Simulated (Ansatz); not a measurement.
Isolated molecules relaxed with PBE0-D4/def2-TZVP in Ansatz; ΔE leaves out vibrations. CBS: MP2 limit from def2 TZ/QZ plus the TZ coupled-cluster correction, frozen cores. This one scheme is used for every species. Functionals use def2-TZVPP. B3LYP here is the variant with VWN-RPA as its local correlation; programs differ in this. HSE06 is defined as in plane-wave codes. Elements past krypton have def2 core potentials. For Sn outer-core shells are correlated without core-valence functions, which leaves a few kJ/mol of doubt a bond. Each species was taken in one conformer, which may not be the lowest.

`C[CH2][SnH]([F])[F]` + H₂O → `[OH][SnH]([F])[F]` + ethane  (formal hydrolysis of the Sn–C bond)

```tsv
level	ΔE (kJ/mol)	difference from CCSD(T)/CBS
revPBE-D4	-31.7	-1.6
BLYP-D4	-37.0	-6.9
B3LYP-D4	-35.6	-5.5
HSE06-D4	-30.0	0.1
BHLYP-D4	-37.0	-6.9
B2PLYP	-40.9	-10.8
BLYP	-45.3	-15.2
PBE0	-34.0	-3.9
B3LYP	-42.7	-12.6
r2SCANh	-38.3	-8.2
HSE06	-33.9	-3.8
MP2/def2-SVP	-44.8	-14.7
HF/def2-TZVPP	-52.1	-22.0
CCSD(T)/def2-TZVPP	-32.1	-2.0
HF/CBS(def2)	-53.7	-23.6
MP2/CBS(def2)	-28.1	2.0
CCSD(T)/CBS	-30.1	0
```

Largest T1 diagnostic among the species: 0.015.

From r2SCAN to r2SCAN0 (25 % exact exchange), in def2-TZVPP and without D4, ΔE moves by +3.3 kJ/mol. At CCSD(T), def2-SVP lies −10.7 kJ/mol from the extrapolated value and def2-TZVPP −2.0 kJ/mol. In def2-TZVPP, CCSD(T) changes the Hartree–Fock value by +20.0 kJ/mol (the triples alone add +1.1 kJ/mol) and MP2 by +22.0 kJ/mol.
